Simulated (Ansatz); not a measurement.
Isolated molecules relaxed with PBE0-D4/def2-TZVP in Ansatz; ΔE leaves out vibrations. CCSD(T)/CBS adds triple-zeta CCSD(T) − MP2 to the extrapolated MP2 energy (def2 sets, frozen cores). This one scheme is used for every species. For Br outer-core shells are correlated without core-valence functions, which leaves a few kJ/mol of doubt a bond. Scalar relativity is left out up to krypton. One conformer a species, not always the lowest.

Reaction (formal exchange of groups at the Si–Br bond): `O[Si](O)(Br)Br` + SiH₄ → `O[Si](O)([SiH3])Br` + HBr

| level | ΔE (eV) |
| --- | --- |
| MP2/def2-SVP | 1.05 |
| MP2/def2-TZVPP | 1.08 |

Question: What does CCSD(T)/CBS give? (An estimate is asked.)

Answer: Computed: +1.00 eV. The listed levels differ from it by 0.05, 0.08 eV.

Largest T1 diagnostic among the species: 0.011.

From PBE to PBE0 (25 % exact exchange), in def2-TZVPP and without D4, ΔE moves by +0.07 eV. Leaving LDA and LC-ωPBE aside and taking each functional with its dispersion term where it has one, the values, not all of them listed here, spread over 0.19 eV, from PBE-D4 to ωB97M-V. At CCSD(T), def2-SVP lies −0.06 eV from the extrapolated value and def2-TZVPP −0.03 eV.
